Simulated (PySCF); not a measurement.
Working out the excitation energy of C(2+)

C(2+) [He] 2s2 (1S) → C(2+) [He] 2s1 2p1 (3P). Calculation: PySCF 2.14, in aug-cc-pVTZ (5s4p3d2f, 46 functions); no relativity, point nucleus. Frozen: 1s2. Energies in hartree (1 hartree = 27.21139 eV):

```tsv
part	C(2+) (lower)	C(2+) (upper)
UHF	-36.407465	-36.235592
CCSD correlation	-0.072933	-0.004854
(T)	0.000000	0.000000
```

Problem. What does Hartree-Fock give?

Solution. (-36.235592) − (-36.407465) = 0.171873 hartree = 4.677 eV.

Problem. What do CCSD and CCSD(T) give?

Solution. The CCSD correlation energies differ by 0.068079 hartree = 1.853 eV and the triples by 0.000000 hartree = 0.000 eV, so CCSD gives 6.530 eV and CCSD(T) 6.530 eV.

The coupled-cluster amplitudes are large, so a single reference is strained.
